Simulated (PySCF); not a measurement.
Broadened absorption spectrum of C6H9OP

Compound: C6H9OP.
Geometry (GFN2-xTB, Å), atoms numbered from 1 in this order:
```
atom  x, y, z in Å
C1     2.1590   -0.4071   -0.2055
P2     0.9440    0.5287    0.8069
O3     1.5708    1.3048    1.8833
C4    -0.0274    1.4924   -0.3729
C5    -1.1163    0.9994   -0.9432
C6    -1.6355   -0.3890   -0.7320
C7    -1.3428   -0.9754    0.6142
C8    -0.2770   -0.6888    1.3463
H9     1.6800   -0.9778   -0.9947
H10    2.8572    0.3109   -0.6324
H11    2.7036   -1.0731    0.4616
H12    0.2920    2.5143   -0.5256
H13   -1.6987    1.6086   -1.6241
H14   -1.1992   -1.0428   -1.4978
H15   -2.7160   -0.3973   -0.8999
H16   -2.0770   -1.6860    0.9749
H17   -0.1238   -1.1094    2.3309
```

Method: TDDFT CAM-B3LYP/def2-SVPD, vertical, gas phase, core orbitals frozen in the response in PySCF.

Each state is given a Gaussian of 0.25 eV full width at half maximum, with ε(max) = 2.175×10⁸ f / Δν̃ (Δν̃ the width in cm⁻¹). The width is an assumption, not a result. The curve ends short of the highest state used, and states not computed would add to its high-energy end.

λ (nm), ε (L mol⁻¹ cm⁻¹) and a bar:
```
    178.9       3206 ########
    180.8       7718 ####################
    182.7      11852 ##############################
    184.6      11849 ##############################
    186.5       7992 ####################
    188.5       3776 ##########
    190.4       1668 ####
    192.3        874 ##
    194.2        547 #
    196.1        416 #
    198.1        458 #
    200.0        568 #
    201.9        639 ##
    203.8        677 ##
    205.7        742 ##
    207.6        809 ##
    209.6        774 ##
    211.5        604 ##
    213.4        378 #
    215.3        190 
    217.2         77 
    219.1         25 
    221.1          6 
    223.0          1
```

Q: Where are the band maxima, and which computed states make them?

A: 208 nm (5.96 eV), ε about 810, made up of S1 (91%); 184 nm (6.75 eV), ε about 12000, made up of S6 (97%) (ε in L mol⁻¹ cm⁻¹; maxima over ε = 5, shares over 10%). The states used: S1 5.94 eV (f 0.0070); S2 6.17 eV (f 0.0050); S3 6.47 eV (f 0.0053); S4 6.58 eV (f 0.0018); S5 6.74 eV (f 0.0007); S6 6.75 eV (f 0.112); S7 6.86 eV (f 0.0034); S8 7.53 eV (f 0.118).

Q: What would ε be at 6.75 eV, the highest of these maxima, with half the width (0.125 eV)?

A: About 24500 L mol⁻¹ cm⁻¹ against 12500, a factor of about 1.96; a lone state at its own centre would give exactly 2.

Q: On this curve, what absorbance would a 10⁻⁵ mol/L sample give at 193 nm over a 1 cm path?

A: 193 nm is 6.424 eV, where ε is about 720 L mol⁻¹ cm⁻¹, so A = ε c l ≈ 0.0072 (Beer–Lambert, with the gas-phase spectrum and the assumed width).

Q: Coming from long wavelengths, where does ε first pass 100 L mol⁻¹ cm⁻¹?

A: At about 217 nm (5.72 eV), 0.21 eV below S1.

On Arm Neoverse V1, one thread, no GPU (shared host), this took 65 s and 1.1 GiB of memory at its peak.

One conformer stands for the species.
